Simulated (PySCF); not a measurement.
VOCl2, SMILES [O]=[V+]([Cl])[Cl], charge +1, multiplicity 1. Coordinates come from a PBE-D3(BJ)/def2-SVP optimisation. The multiplicity is an assumed one; other spin states were not compared. The isomer is the one that the SMILES or the coordinates give; other isomers of the formula were not compared.

Problem. Give the equilibrium geometry at PBE-D3(BJ)/def2-SVP (PySCF confirms it by a frequency run) as a Z-matrix, and its point group. (An estimate is asked for; the answer gives what the named calculation found.)

Solution. point group Cs.
```
V
O 1 1.5413
Cl 1 2.0947 2 107.08
Cl 1 2.0947 2 107.08 3 -117.64
```
Charge +1, spin multiplicity 1.
